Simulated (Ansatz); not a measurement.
Abstraction of H: C2H7GaO + SiH(CH3)(OH) → C2H6GaO + SiH2(CH3)(OH)

Species: C2H7GaO `C[O][GaH][CH3]`, singlet; SiH(CH3)(OH), doublet; C2H6GaO `C[O][Ga][CH3]`, doublet; SiH2(CH3)(OH), singlet. A radical takes H: the energy is the difference in strength between the Ga–H bond broken and the Si–H bond made.

Shapes, held fixed at every level: PBE0-D4/def2-TZVP. Flexible molecules stand in one conformer, not always the lowest. Programs: Ansatz 0.2.0. The zero-point and thermal change to 298 K, harmonic and unscaled (PBE0-D4/def2-TZVP), is +4.2 kJ/mol.

| level | kind | ΔH(298 K) (kJ/mol) | less CCSD(T)/def2-TZVPP |
| --- | --- | --- | --- |
| SPW92/def2-TZVPP | LDA | -47.2 | +4.4 |
| PBE-D4/def2-TZVPP | GGA | -50.6 | +1.0 |
| B3LYP-D4/def2-TZVPP | global hybrid | -57.3 | -5.7 |
| PBE0-D4/def2-TZVPP | global hybrid | -49.9 | +1.7 |
| wB97M-V/def2-TZVPP | range-separated hybrid | -60.1 | -8.5 |
| MP2/def2-SVP | perturbation theory | -51.2 | +0.4 |
| CCSD/def2-SVP | coupled cluster or CI | -52.6 | -1.0 |
| CCSD(T)/def2-TZVPP | coupled cluster or CI | -51.6 | 0.0 |

The highest level, CCSD(T)/def2-TZVPP, gives ΔH(298 K) = -51.6 kJ/mol; the levels span -60.1 to -47.2. The column of differences is taken from that level and isn't an error. No measured value is set beside it here. Open shells run unrestricted unless RO is named. Relativity is left out for Ga unless named. Correlated rows may include outer-core shells of Ga, which these sets cover unevenly.
